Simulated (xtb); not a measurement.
H$_{4}$B (SMILES [BH4-]), charge -1, singlet, from a rough starting geometry; xtb with GFN2-xTB.

Input for xtb:
```
$ xtb mol.xyz --gfn 2 --chrg -1 --opt vtight --json

# file mol.xyz
5

B      0.00699717    -0.01406950     0.01200739
H     -0.77904500    -0.84619181    -0.40523068
H      0.13445058    -0.25864136     1.23482498
H     -0.45219038     1.13754131    -0.15278589
H      1.09122756    -0.11116633    -0.58924177
```

**Question.** Predict the main parts of the log of this xtb run.

**Answer.** 
```
   ID    Z sym.   atoms
    1    5 B      1
    2    1 H      2-5

           -------------------------------------------------
          |                Calculation Setup                |
           -------------------------------------------------

           -------------------------------------------------
          |                 G F N 2 - x T B                 |
           -------------------------------------------------

          ...................................................
          :                      SETUP                      :
          :.................................................:
          :  # basis functions                   8          :
          :  # atomic orbitals                   8          :
          :  # shells                            6          :
          :  # electrons                         8          :
          :  max. iterations                   250          :
          :  Hamiltonian                  GFN2-xTB          :
          :  restarted?                      false          :
          :  GBSA solvation                  false          :
          :  PC potential                    false          :
          :  electronic temp.          300.0000000     K    :
          :  accuracy                    1.0000000          :
          :  -> integral cutoff          0.2500000E+02      :
          :  -> integral neglect         0.1000000E-07      :
          :  -> SCF convergence          0.1000000E-05 Eh   :
          :  -> wf. convergence          0.1000000E-03 e    :
          :  Broyden damping             0.4000000          :
          :  net charge                         -1          :
          :  unpaired electrons                  0          :
          ...................................................

 iter      E             dE          RMSdq      gap      omega  full diag
   1     -3.0841960 -0.308420E+01  0.117E+01   19.34       0.0  T
   2     -3.4641299 -0.379934E+00  0.642E+00   15.88       1.0  T
   3     -3.4683357 -0.420582E-02  0.341E+00   15.98       1.0  T
   4     -3.4670781  0.125754E-02  0.119E+00   15.71       1.0  T
   5     -3.4534954  0.135827E-01  0.195E+00   15.60       1.0  T
   6     -3.4741063 -0.206109E-01  0.339E-01   15.96       1.0  T
   7     -3.4746686 -0.562306E-03  0.436E-02   15.90       1.0  T
   8     -3.4746710 -0.234161E-05  0.183E-02   15.90       2.4  T
   9     -3.4746709  0.984933E-07  0.180E-02   15.90       2.5  T
  10     -3.4746726 -0.175034E-05  0.300E-03   15.91      14.9  T
  11     -3.4746727 -0.341286E-07  0.145E-03   15.91      30.9  T
  12     -3.4746727 -0.804770E-08  0.209E-05   15.91    2137.6  T
  13     -3.4746727 -0.204103E-11  0.730E-06   15.91    6122.3  T

   *** convergence criteria satisfied after 13 iterations ***

         :::::::::::::::::::::::::::::::::::::::::::::::::::::
         ::                     SUMMARY                     ::
         :::::::::::::::::::::::::::::::::::::::::::::::::::::
         :: total energy              -3.448375135565 Eh    ::
         :: gradient norm              0.014628920870 Eh/a0 ::
         :: HOMO-LUMO gap             15.907591125628 eV    ::
         ::.................................................::
         :: SCC energy                -3.474672649186 Eh    ::
         :: -> isotropic ES            0.168802728527 Eh    ::
         :: -> anisotropic ES          0.014004546344 Eh    ::
         :: -> anisotropic XC          0.002461938463 Eh    ::
         :: -> dispersion             -0.003570857171 Eh    ::
         :: repulsion energy           0.026297513621 Eh    ::
         :: add. restraining           0.000000000000 Eh    ::
         :: total charge              -1.000000000000 e     ::
         :::::::::::::::::::::::::::::::::::::::::::::::::::::

      -----------------------------------------------------------
     |                   =====================                   |
     |                        A N C O P T                        |
     |                   =====================                   |
     |               Approximate Normal Coordinate               |
     |                Rational Function Optimizer                |
      -----------------------------------------------------------
      -----------------------------------------------------------
     |                   =====================                   |
     |                        A N C O P T                        |
     |                   =====================                   |
     |               Approximate Normal Coordinate               |
     |                Rational Function Optimizer                |
      -----------------------------------------------------------

          ...................................................
          :                      SETUP                      :
          :.................................................:
          :   optimization level         verytight          :
          :   max. optcycles                   200          :
          :   ANC micro-cycles                  20          :
          :   degrees of freedom                 9          :
          :.................................................:
          :   RF solver                   davidson          :
          :   write xtbopt.log                true          :
          :   linear?                        false          :
          :   energy convergence         0.1000000E-06 Eh   :
          :   grad. convergence          0.2000000E-03 Eh/α :
          :   maxmium RF displ.          1.0000000          :
          :   Hlow (freq-cutoff)         0.1000000E-01      :
          :   Hmax (freq-cutoff)         5.0000000          :
          :   S6 in model hess.         20.0000000          :
          ...................................................

generating ANC from exact Hessian ...
Using Lindh-Hessian (1995)
 Shifting diagonal of input Hessian by    0.0000000000000000
[...]
 * total energy  :    -3.4483751 Eh     change       -0.1736389E-12 Eh
 * total energy  :    -3.4483210 Eh     change        0.5417476E-04 Eh
 * total energy  :    -3.4492026 Eh     change       -0.8816494E-03 Eh
 * total energy  :    -3.4492173 Eh     change       -0.1472925E-04 Eh
 * total energy  :    -3.4492238 Eh     change       -0.6476838E-05 Eh
 * total energy  :    -3.4492294 Eh     change       -0.5538834E-05 Eh
 * total energy  :    -3.4492289 Eh     change        0.4804463E-06 Eh
 * total energy  :    -3.4492296 Eh     change       -0.7413192E-06 Eh
 * total energy  :    -3.4492296 Eh     change       -0.1096831E-07 Eh
   *** GEOMETRY OPTIMIZATION CONVERGED AFTER 9 ITERATIONS ***
[...]

          ...................................................
          :                      SETUP                      :
          :.................................................:
          :  # basis functions                   8          :
          :  # atomic orbitals                   8          :
          :  # shells                            6          :
          :  # electrons                         8          :
          :  max. iterations                   250          :
          :  Hamiltonian                  GFN2-xTB          :
          :  restarted?                      false          :
          :  GBSA solvation                  false          :
          :  PC potential                    false          :
          :  electronic temp.          300.0000000     K    :
          :  accuracy                    1.0000000          :
          :  -> integral cutoff          0.2500000E+02      :
          :  -> integral neglect         0.1000000E-07      :
          :  -> SCF convergence          0.1000000E-05 Eh   :
          :  -> wf. convergence          0.1000000E-03 e    :
          :  Broyden damping             0.4000000          :
          :  net charge                         -1          :
          :  unpaired electrons                  0          :
          ...................................................

 iter      E             dE          RMSdq      gap      omega  full diag
   1     -3.4782960 -0.347830E+01  0.257E-06   16.94       0.0  T
   2     -3.4782960  0.177636E-14  0.156E-06   16.94   28662.7  T
   3     -3.4782960 -0.888178E-15  0.690E-08   16.94  100000.0  T

   *** convergence criteria satisfied after 3 iterations ***

         :::::::::::::::::::::::::::::::::::::::::::::::::::::
         ::                     SUMMARY                     ::
         :::::::::::::::::::::::::::::::::::::::::::::::::::::
         :: total energy              -3.449229627019 Eh    ::
         :: gradient norm              0.000080168989 Eh/a0 ::
         :: HOMO-LUMO gap             16.935943774268 eV    ::
         ::.................................................::
         :: SCC energy                -3.478296012432 Eh    ::
         :: -> isotropic ES            0.170449994659 Eh    ::
         :: -> anisotropic ES          0.012837782255 Eh    ::
         :: -> anisotropic XC          0.002172018737 Eh    ::
         :: -> dispersion             -0.003563170070 Eh    ::
         :: repulsion energy           0.029066385413 Eh    ::
         :: add. restraining           0.000000000000 Eh    ::
         :: total charge              -1.000000000000 e     ::
         :::::::::::::::::::::::::::::::::::::::::::::::::::::

           -------------------------------------------------
          |                Property Printout                |
           -------------------------------------------------

    * Orbital Energies and Occupations

         #    Occupation            Energy/Eh            Energy/eV
      -------------------------------------------------------------
         1        2.0000           -0.2355494              -6.4096
         2        2.0000           -0.1492218              -4.0605
         3        2.0000           -0.1492083              -4.0602
         4        2.0000           -0.1491796              -4.0594 (HOMO)
         5                          0.4732049              12.8766 (LUMO)
         6                          0.4733746              12.8812
         7                          0.4734872              12.8842
         8                          0.6598618              17.9558
      -------------------------------------------------------------
                  HL-Gap            0.6223845 Eh           16.9359 eV
             Fermi-level            0.1620127 Eh            4.4086 eV

     #   Z          covCN         q      C6AA      α(0)
     1   5 B        3.636     0.253    18.199     6.955
     2   1 H        0.909    -0.313    25.030     7.826
     3   1 H        0.909    -0.313    25.044     7.828
     4   1 H        0.909    -0.313    25.041     7.828
     5   1 H        0.909    -0.313    25.040     7.828

 Mol. C6AA /au·bohr⁶  :        589.497971
 Mol. C8AA /au·bohr⁸  :       9313.921826
 Mol. α(0) /au        :         38.265240

Wiberg/Mayer (AO) data.
largest (>0.10) Wiberg bond orders for each atom

 ---------------------------------------------------------------------------
     #   Z sym  total        # sym  WBO       # sym  WBO       # sym  WBO
 ---------------------------------------------------------------------------
     1   5 B    3.583 --     2 H    0.896     5 H    0.896     4 H    0.896
                             3 H    0.896
     2   1 H    0.902 --     1 B    0.896
     3   1 H    0.902 --     1 B    0.896
     4   1 H    0.902 --     1 B    0.896
     5   1 H    0.902 --     1 B    0.896
 ---------------------------------------------------------------------------

Topologies differ in total number of bonds
Writing topology from bond orders to xtbtopo.mol

molecular dipole:
                 x           y           z       tot (Debye)
 q only:       -0.001       0.035      -0.038
   full:       -0.001       0.035      -0.038       0.131
molecular quadrupole (traceless):
                xx          xy          yy          xz          yz          zz
 q only:        0.002       0.001      -0.000      -0.001       0.002      -0.001
  q+dip:        0.001       0.000      -0.000      -0.000       0.002      -0.001
   full:        0.002       0.001      -0.000      -0.001       0.002      -0.001

optimized geometry written to: xtbopt.xyz

           -------------------------------------------------
          | TOTAL ENERGY               -3.449229627019 Eh   |
          | GRADIENT NORM               0.000080168989 Eh/α |
          | HOMO-LUMO GAP              16.935943774268 eV   |
           -------------------------------------------------
```
